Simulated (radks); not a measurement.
Q: Coulomb parameter of the 3d shell of neutral chromium in the model configuration [Ar] 3d3.5 4s1 4p1.5, as a second difference U = [E(n + 0.5) + E(n - 0.5) - 2 E(n)] / (0.5)^2 with all orbitals relaxed. "Bare": the charge of the atom changes with n. "Screened": the 4p shell takes up the change at fixed total charge, which measures U(3d,3d) + U(4p,4p) - 2 U(3d,4p). Method: scalar-relativistic Kohn-Sham, PBE, spin-unpolarised, spherical densities, point nucleus; computed with a radial shooting solver on a logarithmic mesh with Libxc functionals. Estimate both.

A: U(bare) = 11.375 eV, U(screened by 4p) = 4.630 eV, against the Slater integral F0(3d,3d) = 20.725 eV with frozen orbitals. The step up makes a negative ion, whose loosely bound charge lowers the bare value.
